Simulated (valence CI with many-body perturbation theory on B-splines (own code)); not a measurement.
**From CI to CI+MBPT in Sn27+**

Computed by relativistic CI+MBPT: five valence electrons over a frozen Dirac-Fock core [Ar], radial functions for each j: 7 s, 7 p, 8 d, 6 f, 4 g, 1 h, with the one-electron correlation potential Σ1 (screened to all orders), the two-electron term Σ2, the three-electron term Σ3, Breit, model QED; selected single and double excitations, second order for the rest (own B-spline code, finite nucleus).

No measured spectrum was set against this ion. As an estimate, large intervals hold to a few tenths of a per cent, small ones and those within an open d or f shell to about a per cent. Core correlation moves these levels by up to 12000 cm⁻¹, and in measured spectra 5 to 20 % of such shifts remained as error; rates that hang on mixing are uncertain with them. Only levels of the ground parity were solved; by the run's estimate the other parity begins above the list, which can be wrong where configurations are misplaced.

Each rung adds one term. CI alone is the Dirac-Coulomb CI over the frozen core; QED comes last and gives the full result, which names the levels. Energies are above (3d3/2^3 3d5/2^2) J=5/2 [a] on the same rung, in cm⁻¹.

Levels are named by their leading jj configuration (3d3/2^4 stands for four electrons in 3d with j = 3/2), which in mixed levels can hold well under half, so a name can repeat and another be missing. Letters in brackets count levels of one name in rising energy.

| Level | CI alone | Σ1 | Σ2 | Σ3 | Breit | QED | Full |
| --- | --- | --- | --- | --- | --- | --- | --- |
| (3d3/2^4 3d5/2) J=5/2 | 88592 | -151 | -3297 | -1369 | +1640 | -93 | 85321 |
| (3d3/2^3 3d5/2^2) J=7/2 [a] | 130352 | +230 | -2349 | -952 | -1130 | +35 | 126185 |
| (3d3/2^3 3d5/2^2) J=3/2 | 134772 | +219 | -3999 | -1336 | +560 | +30 | 130246 |
| (3d3/2^3 3d5/2^2) J=11/2 | 138173 | +291 | -691 | -1443 | -4245 | +59 | 132144 |
| (3d3/2^3 3d5/2^2) J=5/2 [b] | 145588 | +463 | -2215 | -988 | -981 | +120 | 141986 |
| (3d3/2^3 3d5/2^2) J=9/2 | 147915 | +407 | -1300 | -945 | -3056 | +99 | 143120 |
| (3d3/2^3 3d5/2^2) J=1/2 | 157833 | +418 | -3791 | -1246 | -375 | +98 | 152939 |
| (3d3/2^2 3d5/2^3) J=7/2 [a] | 183992 | +602 | -3367 | -656 | -2423 | +160 | 178308 |
| (3d3/2^3 3d5/2^2) J=5/2 [c] | 190502 | +545 | -3985 | -640 | -1655 | +141 | 184908 |
| (3d3/2^2 3d5/2^3) J=11/2 | 207989 | +753 | +970 | -1899 | -5281 | +210 | 202742 |
| (3d3/2^3 3d5/2^2) J=7/2 [b] | 212916 | +505 | -4607 | -2132 | -2058 | +114 | 204738 |
| (3d3/2^2 3d5/2^3) J=1/2 [a] | 214984 | +922 | -3527 | -539 | -2022 | +276 | 210094 |
| (3d3/2^2 3d5/2^3) J=3/2 [a] | 217242 | +739 | -4008 | -688 | -2052 | +204 | 211437 |
| (3d3/2^2 3d5/2^3) J=9/2 [a] | 226115 | +682 | -3120 | -1122 | -3865 | +175 | 218865 |
| (3d3/2^2 3d5/2^3) J=3/2 [b] | 226529 | +786 | -3030 | -1459 | -1475 | +219 | 221571 |
| (3d3/2^2 3d5/2^3) J=13/2 | 230744 | +873 | +1674 | -2183 | -8154 | +249 | 223203 |
| (3d3/2^2 3d5/2^3) J=5/2 [a] | 242091 | +893 | -3696 | -699 | -2647 | +246 | 236186 |
| (3d3/2^2 3d5/2^3) J=9/2 [b] | 267024 | +913 | -1669 | -1814 | -4383 | +250 | 260321 |
| (3d3/2^2 3d5/2^3) J=5/2 [b] | 273493 | +1161 | -2626 | -1443 | -3273 | +354 | 267666 |
| (3d3/2^2 3d5/2^3) J=7/2 [b] | 280417 | +958 | -5011 | -701 | -4727 | +256 | 271191 |
| (3d3/2^2 3d5/2^3) J=5/2 [c] | 295197 | +1125 | -4785 | -892 | -3075 | +319 | 287890 |
| (3d3/2 3d5/2^4) J=3/2 [a] | 298287 | +1151 | -5230 | -2527 | -3079 | +316 | 288917 |
| (3d3/2^2 3d5/2^3) J=7/2 [c] | 303520 | +1190 | -3422 | -951 | -4884 | +347 | 295800 |
| (3d3/2^2 3d5/2^3) J=1/2 [b] | 320826 | +966 | -9652 | -362 | -2054 | +248 | 309972 |
| (3d3/2 3d5/2^4) J=7/2 [a] | 324275 | +1390 | -3471 | -1406 | -5254 | +417 | 315951 |
| (3d3/2 3d5/2^4) J=9/2 | 330410 | +1323 | -2777 | -1433 | -5944 | +385 | 321963 |
| (3d3/2 3d5/2^4) J=11/2 | 329563 | +1548 | +1345 | -2476 | -8490 | +479 | 321969 |
| (3d3/2 3d5/2^4) J=3/2 [b] | 357838 | +1215 | -6899 | -721 | -2631 | +340 | 349143 |
| (3d3/2 3d5/2^4) J=5/2 | 369727 | +1712 | -3590 | -3404 | -5936 | +525 | 359034 |
| (3d3/2^2 3d5/2^3) J=9/2 [c] | 397513 | +1296 | -6395 | -872 | -5396 | +346 | 386492 |
| (3d5/2^5) J=5/2 | 397239 | +1643 | -6280 | -271 | -5042 | +486 | 387773 |

The middle columns are the shifts that each term adds.

Task: How does the ionisation energy move along the ladder, and which term matters most?

Result: CI alone 1496.1, + Σ1 1498.3, + Σ2 1507.4, + Σ3 1507.4, + Breit 1507.4, + QED 1507.4 eV. The largest step is Σ2, 9.1 eV. NIST lists 1508 ± 4 eV (theoretical).
